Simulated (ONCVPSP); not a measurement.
Reading a pseudo-wave (hydrogen)

Columns: radius, all-electron u(r) and pseudo u(r) of the 1s shell (level -6.33 eV) of hydrogen in the configuration 1s1; PBEsol, scalar-relativistic, ONCV scheme, ONCVPSP 4.0.1.

```csv
r (bohr),all-electron,pseudo
0.080,0.1388,0.1108
0.160,0.2562,0.2179
0.240,0.3546,0.3180
0.320,0.4363,0.4081
0.400,0.5034,0.4864
0.480,0.5578,0.5517
0.560,0.6012,0.6040
0.640,0.6349,0.6438
0.720,0.6604,0.6724
0.800,0.6787,0.6912
0.880,0.6908,0.7021
0.960,0.6976,0.7067
1.040,0.6999,0.7064
1.120,0.6983,0.7025
1.200,0.6934,0.6958
1.280,0.6858,0.6869
1.360,0.6758,0.6762
1.440,0.6639,0.6640
1.520,0.6504,0.6504
1.600,0.6356,0.6356
1.680,0.6197,0.6197
1.760,0.6031,0.6031
1.840,0.5858,0.5858
1.920,0.5681,0.5681
2.000,0.5501,0.5501
2.080,0.5319,0.5319
```

(1) How many radial nodes do the two functions have?

(2) At about which radius was the pseudo-wave matched?

(3) Is the pseudo-wave norm-conserving?

Answers

(1) The all-electron 1s function has n − l − 1 = 0; the pseudo-wave has 0.

(2) 1.60 bohr. The columns agree to 0.0005 from 1.36 bohr on; several derivatives are matched, so the curves merge somewhat inside the radius.

(3) Yes: the ONCV scheme keeps the norm inside the radius equal to the all-electron one, which fixes the energy derivative of the logarithmic derivative at the level.
